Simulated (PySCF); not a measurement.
## How methods differ on the ionisation energy of Mo²⁺

Mo²⁺ [Kr] 4d4 (5D) → Mo³⁺ [Kr] 4d3 (4F), as a difference of total energies. Calculation: PySCF 2.14, in ANO-RCC-VTZP (7s6p4d2f1g, 68 functions); scalar relativity by spin-free X2C-1e. Correlated levels: valence and next inner shell: [Ar] 3d10 frozen. The calculations carry no spin-orbit coupling.

| method | ionisation energy (eV) |
| --- | --- |
| UHF | 26.084 |
| MP2 (valence and next inner shell) | 27.120 |
| SCS-MP2 (valence and next inner shell) | 26.784 |
| CCSD (valence and next inner shell) | 26.973 |
| CCSD(T) (valence and next inner shell) | 27.011 |

How much does correlation contribute at CCSD(T) (valence and next inner shell)?

27.011 − (26.084) = 0.927 eV, measured against UHF.

A first-order spin-orbit estimate (lowest level to lowest level, LS coupling) adds -0.071 eV.

Errors of the correlated levels include the incompleteness of this basis and the frozen core.

For comparison: 27.13 ± 0.12 eV (semi-empirical (NIST evaluation); NIST Atomic Spectra Database, ionization energies).
